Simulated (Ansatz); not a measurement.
Cost and result for the atomization energy of F₂H₄N₂Si (`N[Si](N)(F)F`) (9 atoms, 8 bonds).

Z-matrix (Å, degrees):
```
Si
N 1 1.684
F 1 1.591 2 116.6
N 1 1.684 2 110.3 3 119.5
F 1 1.591 2 104.9 3 -114.2
H 2 1.005 1 121.6 3 -69.2
H 2 1.006 1 121.5 3 85.8
H 4 1.005 1 121.6 2 50.3
H 4 1.006 1 121.5 2 -154.7
```

Total charge 0; spin multiplicity 1. The geometry is a stationary point of PBE0-D4/def2-TZVP. It is one conformer, not always the lowest. Program: Ansatz. All runs use 4 threads of an AMD EPYC on a shared host. Times are those of one run each, without the atoms' runs, and a repeat can differ threefold. Electronic energies, without spin–orbit coupling; frozen cores. CCSD(T)/CBS adds CCSD(T) − MP2 in def2-TZVPP to the MP2 limit, and its time is that of the two runs behind it. T1 = 0.010. B3LYP takes the VWN-RPA correlation (the form of Gaussian; ORCA's B3LYP/G).

CCSD(T)/CBS is a level of theory with its own doubt, some kJ/mol a heavy atom from the limit and from the frozen cores, so smaller differences don't rank the functionals.

| level | functions | wall time | atomization (kJ/mol) | difference from CCSD(T)/CBS | per bond |
| --- | --- | --- | --- | --- | --- |
| LDA (SPW92)/def2-TZVPP | 222 | 6.5 s | 4072.0 | 504.9 | 63.1 |
| revPBE-D4/def2-TZVPP | 222 | 9.1 s | 3494.1 | -73.0 | -9.1 |
| PBE-D4/def2-TZVPP (with forces) | 222 | 11 s | 3599.1 | 32.0 | 4.0 |
| PBE0-D4/def2-TZVPP | 222 | 12 s | 3512.8 | -54.3 | -6.8 |
| BHLYP-D4/def2-TZVPP | 222 | 13 s | 3422.8 | -144.3 | -18.0 |
| r2SCANh-D4/def2-TZVPP | 222 | 19 s | 3501.4 | -65.7 | -8.2 |
| B3LYP-D4/def2-TZVPP (with forces) | 222 | 19 s | 3547.2 | -19.9 | -2.5 |
| CCSD(T)/def2-SVP | 94 | 22 s | 3216.8 | -350.3 | -43.8 |
| B97M-V/def2-TZVPP | 222 | 23 s | 3544.4 | -22.7 | -2.8 |
| ωB97X-V/def2-TZVPP | 222 | 24 s | 3563.6 | -3.5 | -0.4 |
| MP2/def2-QZVPP | 418 | 60 s | 3612.0 | 44.9 | 5.6 |
| CCSD(T)/def2-TZVPP | 222 | 5 min | 3440.1 | -127.0 | -15.9 |
| CCSD(T)/CBS(def2) | – | 6 min | 3567.1 | 0.0 | 0.0 |

At CCSD(T), def2-SVP lies −350.3 kJ/mol from the extrapolated value and def2-TZVPP −127.0 kJ/mol: correlation converges slowly with the basis, and small sets miss more of it in the bonded molecule than in its fragments. From PBE to PBE0 (25 % exact exchange), in def2-TZVPP and without D4, the atomization energy moves by −83.5 kJ/mol: exact exchange takes away binding that semilocal exchange gives to molecules. In def2-TZVPP, CCSD(T) changes the Hartree–Fock value by +950.5 kJ/mol (the triples alone add +52.6 kJ/mol) and MP2 by +1044.8 kJ/mol; breaking electron pairs costs correlation energy, which Hartree–Fock lacks.
